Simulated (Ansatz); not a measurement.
Job for Ansatz (a program for electronic structure): SC-NEVPT2 on CASSCF(10,8)/6-31G on PN, a point of a bond scan (R = 1.483 Å).

Ansatz 0.2 input:
```yaml
crystal:
  periodic: [false, false, false]
  atoms:
    - {symbol: P, position_ang: [-0.00000000, -0.00000000, -0.47178081]}
    - {symbol: N, position_ang: [0.00000000, 0.00000000, 1.01095889]}
basis:
  gaussian:
    orbitals: 6-31G
    pivot_positions_ang: [[-0.00000000, -0.00000000, -0.47178081], [0.00000000, 0.00000000, 1.01095889]]
magnetization: {spin_polarized: false}
correlation: {method: sc_nevpt2, electrons: outside_noble_gas, active_space: {window: {electrons: 10, orbitals: 8}}}
output: {orbitals: {seedname: ./end}}
```

It printed:

```
Functional definition: HF
[...]
integrals: 0.00 GiB planned
289 factors; integrals over basis functions are off by at most 5.5e-5 eV
mean field: 0.04 GiB planned
mean field evaluation 1: about -10746.5597 eV, gradient 3.4e1 eV
mean field evaluation 2: about -10746.5643 eV, gradient 3.4e1 eV
mean field evaluation 4: about -10749.5806 eV, gradient 1.9e0 eV
mean field evaluation 8: about -10749.6105 eV, gradient 2.9e-2 eV
mean field -10749.61052910 eV, -395.0409005965 hartree, gradient 2.4e-6 eV, S^2 0.000000; 0 other end points of the search recorded, 0 dependent functions left out; unrestricted orbitals would lower it
reference -10749.61052910 eV, -395.0409005965 hartree; 11, 11 occupied and 11, 11 virtual orbitals, 289 factors
configuration interaction: 0.12 GiB planned
configuration interaction: 0.01 GiB planned
state -10753.73830878 eV, -395.1925937020 hartree
state -10753.73830878 eV, -395.1925937020 hartree; corrected -10754.95938741 eV, -395.2374675140 hartree
Total energy: -10754.95938741 eV, -395.2374675140 hartree
```

The calculation finished and met its thresholds.

Cost: roughly 5 core-seconds.
